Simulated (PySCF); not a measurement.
**Radial density of W²⁺ (tungsten, charge +2)**

UHF, [Xe] 4f14 5d3 6s1, high-spin 5F determinant (an excited configuration). Computed with PySCF 2.14 in x2c-TZVPPall (11s7p7d3f1g, 97 functions), with the spin-free X2C one-electron Hamiltonian (Gaussian nucleus).

```tsv
r (bohr)	4πr²ρ (e/bohr)	4πr²(ρα − ρβ)
0.0139	102.0	0.0005
0.0234	88.89	-0.0040
0.0393	115.9	0.0111
0.0661	130.9	0.0794
0.111	105.8	0.1717
0.187	114.2	0.0003
0.314	64.15	0.1993
0.529	62.96	0.0489
0.890	20.29	0.6812
1.50	7.701	2.1203
2.52	1.404	1.1945
4.23	0.1826	0.1820
7.12	0.0001145	0.0001
```

Densities and radii are taken from the X2C orbitals without a picture-change correction, which distorts them close to the nucleus.

Spin-orbit coupling, absent here, splits the open shell strongly.

Problem. Where is the radial spin density 4πr²(ρα − ρβ) most negative, and why is it negative at all?

Solution. Around r = 0.0234 bohr, down to -0.0040 e/bohr: exchange with the open shell polarises the paired shells in an unrestricted calculation.
